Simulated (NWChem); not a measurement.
System: BiHF$_{2}$; SMILES [F][BiH][F]

NWChem printed, in part:

```
             Northwest Computational Chemistry Package (NWChem) 7.3.0
             --------------------------------------------------------

 CS  symmetry detected

                             Geometry "geometry" -> ""
                             -------------------------

 Output coordinates in angstroms (scale by  1.889725989 to convert to a.u.)

  No.       Tag          Charge          X              Y              Z
 ---- ---------------- ---------- -------------- -------------- --------------
    1 Bi                  83.0000    -0.23675918     0.02057003     0.00000000
    2 H                    1.0000    -0.41675584    -1.78651445     0.00000000
    3 F                    9.0000     1.11487599     0.00440009    -1.51381300
    4 F                    9.0000     1.11487599     0.00440009     1.51381300

 Effective nuclear repulsion energy (a.u.)     431.2962649112

      Symmetry information
      --------------------

 Group name             Cs
 Group number              2
 Group order               2
 No. of unique centers     3

                                 NWChem DFT Module
                                 -----------------

 Summary of "ao basis" -> "ao basis" (spherical)
 ------------------------------------------------------------------------------
       Tag                 Description            Shells   Functions and Types
 ---------------- ------------------------------  ------  ---------------------
 Bi                         def2-svp                10       26   4s4p2d
 H                          def2-svp                 3        5   2s1p
 F                          def2-svp                 6       14   3s2p1d

      Symmetry analysis of basis
      --------------------------

        a'         36
        a"         23

            General Information
            -------------------
          SCF calculation type: DFT
          Wavefunction type:  closed shell.
          No. of atoms     :     4
          No. of electrons :    42
           Alpha electrons :    21
            Beta electrons :    21
          Charge           :     0
          Spin multiplicity:     1
          Use of symmetry is: on ; symmetry adaption is: on
          Maximum number of iterations: 150
          AO basis - number of functions:    59
                     number of shells:    25
          Convergence on energy requested:  1.00D-06
          Convergence on density requested:  1.00D-05
          Convergence on gradient requested:  5.00D-04

              XC Information
              --------------
                         SCAN Method XC Functional
                  SCAN metaGGA Exchange Functional  1.000
                        SCAN Correlation Potential  1.000

             Grid Information
             ----------------
          Grid used for XC integration:  coarse
          Radial quadrature: Mura-Knowles
          Angular quadrature: Lebedev.
          Tag              B.-S. Rad. Rad. Pts. Rad. Cut. Ang. Pts.
          ---              ---------- --------- --------- ---------
          Bi                  1.60      104           7.0       302
          H                   0.35       35           8.0       302
          F                   0.50       35           8.0       302
          Grid pruning is: on
          Number of quadrature shells:   174
          Spatial weights used:  Erf1

      Superposition of Atomic Density Guess
      -------------------------------------

 Sum of atomic energies:        -444.50331437

      Non-variational initial energy
      ------------------------------

 Total energy =    -412.409890
 1-e energy   =    -915.331667
 2-e energy   =     370.713266
 HOMO         =      -0.304171
 LUMO         =      -0.020624

      Symmetry analysis of molecular orbitals - initial
      -------------------------------------------------

  Numbering of irreducible representations:

     1 a'          2 a"

  Orbital symmetries:

     1 a'          2 a"          3 a'          4 a'          5 a"
     6 a'          7 a'          8 a"          9 a'         10 a"
    11 a'         12 a'         13 a"         14 a'         15 a"
    16 a'         17 a'         18 a"         19 a"         20 a'
    21 a'         22 a"         23 a'         24 a'         25 a'
    26 a'         27 a"         28 a'         29 a'         30 a"
    31 a'

     ---------------------------------------------
      Total Density - Mulliken Population Analysis
     ---------------------------------------------

    Atom       Charge   Shell Charges
 -----------   ------   -------------------------------------------------------
    1 Bi  23    21.35   2.92 -0.87  1.19  0.65  4.71  1.26  0.85  0.55  9.76  0.32
    2 H    1     1.15   0.65  0.49  0.01
    3 F    9     9.75   1.99  1.15  0.82  3.55  2.24  0.00
    4 F    9     9.75   1.99  1.15  0.82  3.55  2.24  0.00

   convergence    iter        energy       DeltaE   RMS-Dens  Diis-err
 ---------------- ----- ----------------- --------- --------- ---------
 d= 0,ls=0.0,diis     1   -414.6366756854 -5.47D+02  5.12D-02  1.09D+00
 d= 0,ls=0.0,diis     2   -413.5446567508  1.09D+00  3.48D-02  1.16D+01
 d= 0,ls=0.0,diis     3   -414.7805954096 -1.24D+00  3.79D-03  1.19D-02
 d= 0,ls=0.0,diis     4   -414.7814615061 -8.66D-04  1.63D-03  4.50D-03
 d= 0,ls=0.0,diis     5   -414.7822221552 -7.61D-04  3.11D-04  1.19D-04
  Resetting Diis
 d= 0,ls=0.0,diis     6   -414.7822469107 -2.48D-05  7.36D-05  9.43D-06
 d= 0,ls=0.0,diis     7   -414.7822489579 -2.05D-06  1.12D-05  7.09D-08
 d= 0,ls=0.0,diis     8   -414.7822489575  4.21D-10  6.76D-06  5.78D-08

         Total DFT energy =     -414.782248957474
      One electron energy =     -916.786514824711
           Coulomb energy =      408.310846971548
    Exchange-Corr. energy =      -38.515092447865
 Nuclear repulsion energy =      132.208511343553

 Numeric. integr. density =       42.000016618173

                  Occupations of the irreducible representations
                  ----------------------------------------------

                     irrep           alpha         beta
                     --------     --------     --------
                     a'               13.0         13.0
                     a"                8.0          8.0

                       DFT Final Molecular Orbital Analysis
                       ------------------------------------

 Vector   19  Occ=2.000000D+00  E=-3.212640D-01  Symmetry=a'
              MO Center=  9.7D-01, -4.1D-02,  2.0D-11, r^2= 3.0D+00
   Bfn.  Coefficient  Atom+Function         Bfn.  Coefficient  Atom+Function
  ----- ------------  ---------------      ----- ------------  ---------------
    35      0.417409  3 F  px                49      0.417409  4 F  px
    38     -0.302302  3 F  px                52     -0.302302  4 F  px
    36      0.158296  3 F  py                50      0.158296  4 F  py
    11      0.131350  1 Bi px                 4     -0.119560  1 Bi s
    19     -0.115090  1 Bi d  0              39     -0.112174  3 F  py

 Vector   20  Occ=2.000000D+00  E=-3.200734D-01  Symmetry=a"
              MO Center=  1.1D+00,  4.7D-03, -5.0D-13, r^2= 2.8D+00
   Bfn.  Coefficient  Atom+Function         Bfn.  Coefficient  Atom+Function
  ----- ------------  ---------------      ----- ------------  ---------------
    37      0.404387  3 F  pz                51      0.404387  4 F  pz
    40     -0.296116  3 F  pz                54     -0.296116  4 F  pz
    35      0.239111  3 F  px                49     -0.239111  4 F  px
    38     -0.168295  3 F  px                52      0.168295  4 F  px
    16     -0.085571  1 Bi pz                20      0.063203  1 Bi d  1

 Vector   21  Occ=2.000000D+00  E=-2.697867D-01  Symmetry=a'
              MO Center=  5.0D-02, -4.1D-01,  6.3D-14, r^2= 3.4D+00
   Bfn.  Coefficient  Atom+Function         Bfn.  Coefficient  Atom+Function
  ----- ------------  ---------------      ----- ------------  ---------------
    12      0.337029  1 Bi py                27     -0.329103  2 H  s
    28     -0.300411  2 H  s                  4      0.288320  1 Bi s
    36      0.261775  3 F  py                50      0.261775  4 F  py
     3      0.255459  1 Bi s                  1     -0.193362  1 Bi s
    39     -0.192384  3 F  py                53     -0.192384  4 F  py

 Vector   22  Occ=0.000000D+00  E=-8.112719D-02  Symmetry=a"
              MO Center= -3.2D-01, -1.2D-03,  9.6D-16, r^2= 3.3D+00
   Bfn.  Coefficient  Atom+Function         Bfn.  Coefficient  Atom+Function
  ----- ------------  ---------------      ----- ------------  ---------------
    16      0.626326  1 Bi pz                13      0.560146  1 Bi pz
     7     -0.260609  1 Bi pz                35      0.213353  3 F  px
    49     -0.213353  4 F  px                34      0.176858  3 F  s
    38     -0.177366  3 F  px                48     -0.176858  4 F  s
    52      0.177366  4 F  px                20     -0.166574  1 Bi d  1

 Vector   23  Occ=0.000000D+00  E=-7.317332D-02  Symmetry=a'
              MO Center= -1.2D-01,  5.5D-02, -1.6D-14, r^2= 3.3D+00
   Bfn.  Coefficient  Atom+Function         Bfn.  Coefficient  Atom+Function
  ----- ------------  ---------------      ----- ------------  ---------------
    14      0.603431  1 Bi px                11      0.521268  1 Bi px
     3      0.369185  1 Bi s                  5     -0.241568  1 Bi px
    15      0.229509  1 Bi py                28      0.226596  2 H  s
    37      0.225554  3 F  pz                51     -0.225554  4 F  pz
    40     -0.194338  3 F  pz                54      0.194338  4 F  pz

 Vector   24  Occ=0.000000D+00  E=-1.538163D-02  Symmetry=a'
              MO Center= -3.0D-01, -4.5D-01,  2.3D-15, r^2= 3.9D+00
   Bfn.  Coefficient  Atom+Function         Bfn.  Coefficient  Atom+Function
  ----- ------------  ---------------      ----- ------------  ---------------
    28      1.003523  2 H  s                 15      0.770452  1 Bi py
     3     -0.622225  1 Bi s                 12      0.521602  1 Bi py
    27      0.286718  2 H  s                  1      0.279815  1 Bi s
     6     -0.213502  1 Bi py                 4     -0.203868  1 Bi s
    14     -0.145694  1 Bi px                 9     -0.099797  1 Bi py

     ---------------------------------------------
      Total Density - Mulliken Population Analysis
     ---------------------------------------------

    Atom       Charge   Shell Charges
 -----------   ------   -------------------------------------------------------
    1 Bi  23    21.98   2.94 -0.87  1.36  0.47  4.72  1.29  1.37  0.54  9.72  0.46
    2 H    1     1.12   0.69  0.42  0.01
    3 F    9     9.45   1.99  1.12  0.85  3.30  2.18  0.00
    4 F    9     9.45   1.99  1.12  0.85  3.30  2.18  0.00

     -------------------------------------------
      Total Density - Lowdin Population Analysis
     -------------------------------------------

    Atom       Charge   Shell Charges
 -----------   ------   -------------------------------------------------------
    1 Bi  23    22.16   1.48  0.48  1.08  0.74  4.07  1.67  1.43  0.88  9.33  0.99
    2 H    1     1.11   0.62  0.47  0.03
    3 F    9     9.36   1.98  1.05  0.84  3.20  2.30  0.00
    4 F    9     9.36   1.98  1.05  0.84  3.20  2.30  0.00

     Multipole analysis of the density
     ---------------------------------

     L   x y z        total         alpha         beta         nuclear
     -   - - -        -----         -----         ----         -------
     0   0 0 0      0.000000    -21.000000    -21.000000     42.000000

     1   1 0 0     -1.616291    -14.230445    -14.230445     26.844599
     1   0 1 0      0.249030      1.290667      1.290667     -2.332304
     1   0 0 1      0.000000      0.000000      0.000000      0.000000

     2   2 0 0    -29.857292    -57.488627    -57.488627     85.119963
     2   1 1 0      0.157085     -1.208517     -1.208517      2.574119
     2   1 0 1     -0.000000     -0.000000     -0.000000      0.000000
     2   0 2 0    -28.539446    -19.986487    -19.986487     11.433528
     2   0 1 1      0.000000      0.000000      0.000000      0.000000
     2   0 0 2    -32.357997    -89.831015    -89.831015    147.304033

            General Information
            -------------------
          SCF calculation type: DFT
          Wavefunction type:  closed shell.
          No. of atoms     :     4
          No. of electrons :    42
           Alpha electrons :    21
            Beta electrons :    21
          Charge           :     0
          Spin multiplicity:     1
          Use of symmetry is: on ; symmetry adaption is: on
          Maximum number of iterations: 150
          AO basis - number of functions:    59
                     number of shells:    25
          Convergence on energy requested:  1.00D-06
          Convergence on density requested:  1.00D-05
          Convergence on gradient requested:  5.00D-04

              XC Information
              --------------
                         SCAN Method XC Functional
                  SCAN metaGGA Exchange Functional  1.000
                        SCAN Correlation Potential  1.000

             Grid Information
             ----------------
          Grid used for XC integration:  coarse
          Radial quadrature: Mura-Knowles
          Angular quadrature: Lebedev.
          Tag              B.-S. Rad. Rad. Pts. Rad. Cut. Ang. Pts.
          ---              ---------- --------- --------- ---------
          Bi                  1.60      104           7.0       302
          H                   0.35       35           8.0       302
          F                   0.50       35           8.0       302
          Grid pruning is: on
          Number of quadrature shells:   174
          Spatial weights used:  Erf1

          Convergence Information
          -----------------------
          Convergence aids based upon iterative change in
          total energy or number of iterations.
          Levelshifting, if invoked, occurs when the
          HOMO/LUMO gap drops below (HL_TOL):  1.00D-02
          DIIS, if invoked, will attempt to extrapolate
          using up to (NFOCK): 10 stored Fock matrices.

                    Damping( 0%)  Levelshifting(0.5)       DIIS
                  --------------- ------------------- ---------------
          dE  on:    start            ASAP                start
          dE off:    2 iters        150 iters           150 iters

                            NWChem DFT Gradient Module
                            --------------------------

  charge          =   0.00
  wavefunction    = closed shell

  Using symmetry

                         DFT ENERGY GRADIENTS

    atom               coordinates                        gradient
                 x          y          z           x          y          z
   1 Bi     -0.447410   0.038872   0.000000    0.005607  -0.001439   0.000000
   2 H      -0.787554  -3.376023   0.000000    0.000016   0.001193   0.000000
   3 F       2.106810   0.008315  -2.860692   -0.002812   0.000123   0.002503
   4 F       2.106810   0.008315   2.860692   -0.002812   0.000123  -0.002503
```

Level: SCAN/def2-SVP with def2 effective core potentials on Bi. Coordinates come from a PBE0/def2-SVP optimisation. def2 effective core potentials on Bi; no spin-orbit coupling.

Q: Which NWChem input produces such a log?

A: Several could match; the one computed here: the input that was run:
```
start job
memory heap 200 mb stack 900 mb global 1100 mb
geometry units angstroms noautoz
  Bi    -0.194272     0.009933     0.000000
  H     -0.303830    -1.802786     0.000000
  F      1.156969     0.046359     1.513813
  F      1.156969     0.046359    -1.513813
end
basis spherical
  * library def2-svp
end
ecp
  Bi library def2-ecp
end
dft
  xc scan
  grid coarse
  iterations 150
  mulliken
end
task dft gradient
```
